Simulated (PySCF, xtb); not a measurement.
TaF₆, SMILES [F][Ta-]([F])([F])([F])([F])[F], charge -1, multiplicity 1.

Harmonic wavenumbers (cm⁻¹) from xtb 6.7.1 with GFN2-xTB at its own minimum, in rising order: 118, 118, 119, 222, 222, 222, 252, 252, 252, 344, 344, 406, 413, 413, 414.

Q: What does PBE-D3(BJ)/def2-SVPD run with PySCF give at its own minimum? (Estimate from the structure and the level; the computed values follow.)

A: 116, 116, 116, 214, 214, 214, 255, 255, 255, 558, 558, 571, 571, 571, 638. Paired by order, the mean absolute difference is 78 cm⁻¹ and the zero-point energies are 5.9 and 7.5 kcal/mol.
